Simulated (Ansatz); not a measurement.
`O=C[Se][GeH3]` and `C[SiH2][Se]C=O` differ in one atom or group.

Ansatz, PBE0-D4/def2-TZVP geometries, multiplicity 1. Each molecule was computed in one conformer, which needn't be the lowest.

Scalar relativity is left out up to krypton.

| property | `O=C[Se][GeH3]` |
| --- | --- |
| HOMO–LUMO gap (PBE0/def2-TZVPP) / eV | 6.28 |
| size of the dipole moment (PBE/def2-TZVPP) / D | 0.97 |
| LUMO energy (PBE/def2-TZVPP) / eV | -2.17 |
| HOMO energy (B3LYP/def2-TZVPP) / eV | -7.19 |
| HOMO–LUMO gap (B3LYP/def2-TZVPP) / eV | 5.82 |
| HOMO energy (PBE0/def2-TZVPP) / eV | -7.41 |

Q: What does the change do to each property? (An estimate is asked.)

A: The calculation gave: 
```json
{"property": "HOMO–LUMO gap (PBE0/def2-TZVPP) / eV", "`C[SiH2][Se]C=O`": "6.30", "shift": "0.02"}
{"property": "size of the dipole moment (PBE/def2-TZVPP) / D", "`C[SiH2][Se]C=O`": "3.40", "shift": "2.43"}
{"property": "LUMO energy (PBE/def2-TZVPP) / eV", "`C[SiH2][Se]C=O`": "-2.12", "shift": "0.05"}
{"property": "HOMO energy (B3LYP/def2-TZVPP) / eV", "`C[SiH2][Se]C=O`": "-7.14", "shift": "0.05"}
{"property": "HOMO–LUMO gap (B3LYP/def2-TZVPP) / eV", "`C[SiH2][Se]C=O`": "5.84", "shift": "0.02"}
{"property": "HOMO energy (PBE0/def2-TZVPP) / eV", "`C[SiH2][Se]C=O`": "-7.36", "shift": "0.05"}
```

Dipoles are sizes alone; their direction can turn.

B3LYP here is the variant with VWN-RPA as its local correlation; programs differ in this.

Spin–orbit coupling is left out; it splits and shifts lone-pair levels of the heavy atoms by tenths of an eV.
